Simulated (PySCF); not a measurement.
Core-level binding energies of `Cc1cnncn1`

C₄H₅N₃.
SMILES with atom numbers: `[CH3:1][c:2]1[cH:3][n:4][n:5][cH:6][n:7]1`

Method: delta-SCF UKS SCAN, pcX-2 on the ionised atom, pcseg-1 elsewhere, spin-free X2C in PySCF 2.14.0. Binding energies are ΔSCF values: E(core-ionised, relaxed orbitals) − E(ground state) at a fixed geometry, referred to the vacuum level.

Task: List the computed XPS lines with their assignment.

Result: 
```json
{"atom(s)": "N4", "bonded to": "N (aromatic in the SMILES) and C (aromatic in the SMILES)", "level": "N 1s", "binding energy (eV)": "406.18", "above the level's lowest (eV)": "+0.69", "count": "1"}
{"atom(s)": "N5", "bonded to": "N (aromatic in the SMILES) and C (aromatic in the SMILES)", "level": "N 1s", "binding energy (eV)": "405.72", "above the level's lowest (eV)": "+0.23", "count": "1"}
{"atom(s)": "N7", "bonded to": "2 C (aromatic in the SMILES)", "level": "N 1s", "binding energy (eV)": "405.49", "above the level's lowest (eV)": "0.00", "count": "1"}
{"atom(s)": "C6", "bonded to": "2 N (aromatic in the SMILES) and H", "level": "C 1s", "binding energy (eV)": "292.58", "above the level's lowest (eV)": "+1.16", "count": "1"}
{"atom(s)": "C2", "bonded to": "N (aromatic in the SMILES), C (aromatic in the SMILES) and C", "level": "C 1s", "binding energy (eV)": "292.53", "above the level's lowest (eV)": "+1.11", "count": "1"}
{"atom(s)": "C3", "bonded to": "N (aromatic in the SMILES), C (aromatic in the SMILES) and H", "level": "C 1s", "binding energy (eV)": "291.88", "above the level's lowest (eV)": "+0.46", "count": "1"}
{"atom(s)": "C1", "bonded to": "C and 3 H", "level": "C 1s", "binding energy (eV)": "291.42", "above the level's lowest (eV)": "0.00", "count": "1"}
```

Lowest listed C 1s: C1, bonded to C and 3 H. Highest, 1.16 eV above it: C6, bonded to 2 N (aromatic in the SMILES) and H. Summing the Pauling electronegativity differences to the bonded atoms, each weighted by its formal bond order, gives -1.05 for the lowest site and +1.12 for the highest; no listed site has a larger sum than the highest.

Lowest listed N 1s: N7, bonded to 2 C (aromatic in the SMILES). Highest, 0.69 eV above it: N4, bonded to N (aromatic in the SMILES) and C (aromatic in the SMILES). The widest gap between neighbouring values is 0.46 eV, between 405.72 and 406.18 eV.

Task: Which photon wavelength matches the C 1s of C2 threshold?

Result: λ = hc/E = 12398.42 eV Å / 292.53 eV = 42.383 Å.

Task: Which photon energy gives electrons from C 1s of C2 a kinetic energy of 150 eV, and what is their de Broglie wavelength?

Result: hν = 292.53 + 150 = 442.53 eV, recoil neglected; λ = 12.264 Å/√(E/eV) = 1.00 Å.

The unrestricted hole states depart most from a pure doublet (⟨S²⟩ = 0.75; over 0.85 named) for C 1s of C2 (0.86), which makes this value less certain. Geometry: GFN2-xTB; no solvent, vibrations or thermal averaging.
